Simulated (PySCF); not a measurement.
Gas-phase reaction: Ge(OH)4 + Ge3H8 = 2 Ge2H6 + 4 O

Energies from PySCF, thermal terms from the rigid-rotor harmonic-oscillator model, ideal gas at 1 bar. † marks an energy on the PBE0/def2-TZVP geometry and frequencies; other levels use their own. CCSD(T) freezes the core. 6-31G* has spherical d functions here. Open shells (unrestricted): O (multiplicity 3, electronic degeneracy 9); the rest are closed-shell singlets. Spin-orbit splitting is ignored; it lowers the true energy and changes the entropy of O. B3LYP is the form with VWN-RPA correlation. Ge: all electrons, no relativistic terms. Ge(OH)4: computed as isolated molecules; such fragments, hydroxides, amides, oligomers or adducts are transient or little studied in the gas. CCSD(T) isn't extrapolated to the basis-set limit. The harmonic model lacks anharmonicity and excited electronic states, which grow with temperature; levels with a mode under 35 cm⁻¹ are left out. Internal rotation in Ge(OH)4, Ge3H8, Ge2H6 is treated as a harmonic vibration of one conformer, which makes the entropy rough.

ΔH° and ΔS° at 298 K: B3LYP/6-31G* 1899 kJ, 507 J/K; B3LYP/def2-TZVP† 1996 kJ, 508 J/K; CCSD(T)/def2-SVP† 1857 kJ, 508 J/K.

Task: With the heat capacities included, give log10 K (1 bar) at 600, 800, 1000, 1800, 2000 K from B3LYP/6-31G*, B3LYP/def2-TZVP†, CCSD(T)/def2-SVP†.

Result: 
```csv
T (K),B3LYP/6-31G*,B3LYP/def2-TZVP†,CCSD(T)/def2-SVP†
600,-138.8,-147.2,-135.1
800,-97.5,-103.8,-94.7
1000,-72.7,-77.7,-70.5
1800,-28.6,-31.4,-27.4
2000,-23.1,-25.7,-22.0
```
